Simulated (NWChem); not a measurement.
System: SnHSBr, singlet; SMILES [SH][Sn][Br]

```xyz
4

Sn     0.6884    -0.6211     0.0000
Br    -0.2581     1.7617     0.0000
S     -1.5264    -1.7271     0.0000
H     -0.9645    -2.9720     0.0000
```
Atoms are numbered in this order, from 1.

Results from NWChem. Low-valent species are run as closed-shell singlets; no triplet was tried in these runs. The geometry was optimised at PBE-D3(BJ)/def2-SVP (def2 core potentials past Kr).

Problem. Estimate the computed values for PBE/STO-3G, non-relativistic. Quantities: highest occupied level (eV); orbital gap (eV); dipole (D).

Solution. 
```
Quantity                     Result
---------------------------  ------
highest occupied level (eV)   -2.49
orbital gap (eV)               2.42
dipole (D)                     2.46
```
